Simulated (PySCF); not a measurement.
# Ionisation energy of Rh⁺ by level of theory

Rh⁺ [Kr] 4d8 (3F) → Rh²⁺ [Kr] 4d7 (4F), as a difference of total energies. Computed with PySCF 2.14 in x2c-TZVPPall with one added diffuse shell each of s, p, d, f type (9s7p7d3f1g, 95 functions), with the spin-free X2C one-electron Hamiltonian (Gaussian nucleus). Correlated levels: valence: [Kr] frozen; valence and next inner shell: [Ar] 3d10 frozen. The calculations carry no spin-orbit coupling.

| method | ionisation energy (eV) | plus first-order spin-orbit estimate | difference from reference of that sum (eV) |
| --- | --- | --- | --- |
| UHF | 16.152 | 16.129 | -1.951 |
| LDA | 18.858 | 18.835 | +0.755 |
| PBE | 18.477 | 18.455 | +0.375 |
| PBE0 | 18.179 | 18.156 | +0.076 |
| r2SCAN | 18.187 | 18.165 | +0.085 |
| BLYP | 18.462 | 18.440 | +0.360 |
| PW91 | 18.559 | 18.536 | +0.456 |
| r2SCAN0 | 18.014 | 17.991 | -0.089 |
| wB97X | 18.165 | 18.143 | +0.063 |
| MP2 (valence) | 17.868 | 17.846 | -0.234 |
| SCS-MP2 (valence) | 17.876 | 17.854 | -0.226 |
| MP2 (valence and next inner shell) | 18.035 | 18.013 | -0.067 |
| SCS-MP2 (valence and next inner shell) | 17.890 | 17.868 | -0.212 |

Reference: 18.08 eV (semi-empirical (NIST evaluation); NIST Atomic Spectra Database, ionization energies).

A first-order spin-orbit estimate (lowest level to lowest level, LS coupling) adds -0.022 eV.

Errors of the correlated levels include the incompleteness of this basis and the frozen core.
